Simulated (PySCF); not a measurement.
This PySCF input asks for the NMR shieldings of `C#C[SiH2]OC`, C3H6OSi; the geometry comes from GFN2-xTB, dihedral held.

```python
import basis_set_exchange as bse
import numpy as np
from pyscf import gto, dft
from pyscf.prop import nmr

atoms = """
C     2.764141   -0.025464   -0.176824
C     1.655964   -0.486125   -0.250300
Si   -0.063662   -1.178753   -0.363258
O    -1.130034   -0.033799   -0.792297
C    -1.580382    0.390769   -2.038517
H     3.734856    0.375634   -0.105681
H    -0.552288   -1.518239    0.966929
H    -0.028939   -2.284748   -1.327379
H    -0.846570    1.051844   -2.508835
H    -1.765387   -0.455882   -2.704448
H    -2.512206    0.939819   -1.893379
"""
names = dict.fromkeys(["C", "Si", "O", "H"], "pcSseg-1")
basis = {el: gto.basis.parse(bse.get_basis(n, elements=[el], fmt="nwchem")) for el, n in names.items()}
mol = gto.M(atom=atoms, basis=basis, charge=0, verbose=0)
mf = dft.RKS(mol, xc="PBE0")
mf.grids.level = 2
mf.grids.alignment = dft.numint.BLKSIZE   # the property module wants whole blocks of grid points
mf.conv_tol = 1e-9
mf.kernel()

calc = nmr.RKS(mf)   # GIAO
C = mf.mo_coeff
Co = C[:, mf.mo_occ > 0]
resp = mf.gen_response(singlet=True, hermi=2)
def vind(x):   # induced exchange potential for any number of trial vectors
    d = np.einsum("pi,xij,qj->xpq", C, 2 * x.reshape(-1, C.shape[1], Co.shape[1]), Co, optimize=True)
    return np.einsum("xpq,pi,qj->xij", resp(d - d.transpose(0, 2, 1)), C, Co, optimize=True).ravel()
mo1, _ = nmr.rhf.solve_mo1(calc, with_cphf=vind)
sigma = calc.kernel(mo1)
for i, s in enumerate(sigma):   # ppm
    print("%2d %-2s %9.2f" % (i, mol.atom_pure_symbol(i), np.trace(s) / 3))
```

Q: What does it print?

A: 
```
 0 C      84.85
 1 C      97.61
 2 Si    397.11
 3 O     334.33
 4 C     132.40
 5 H      29.78
 6 H      26.80
 7 H      26.73
 8 H      27.71
 9 H      28.12
10 H      27.66
```

These numbers come from an equivalent density-fitted implementation of the same equations, which agrees with the script to about 0.01 ppm for H and up to a few tenths of a ppm for heavy atoms, so last digits may differ.

The geometry is no minimum: GFN2-xTB, dihedral held.

Size and cost of the density-fitted run: 122 basis functions, 7.4 s wall time on 1 thread of an Arm Neoverse V2, shared host.
